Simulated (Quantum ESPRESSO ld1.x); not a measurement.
Species: Pm XXII. Configuration: [Kr] 4d4. Calculated with ld1.x of Quantum ESPRESSO 7.5: Dirac Kohn-Sham, PBE, spin-unpolarised, spherical densities, point nucleus; open shells are shared between the two j in proportion to 2j + 1.

X-ray form factor f0, the Fourier transform of the density (f0(0) = 40):

sin(theta)/lambda (1/angstrom),f0 (electrons)
0.05,39.891
0.1,39.568
0.15,39.041
0.2,38.324
0.25,37.439
0.3,36.408
0.4,34.023
0.5,31.392
0.6,28.725
0.8,23.891
1,20.163
1.25,16.903
1.5,14.519
2,10.668
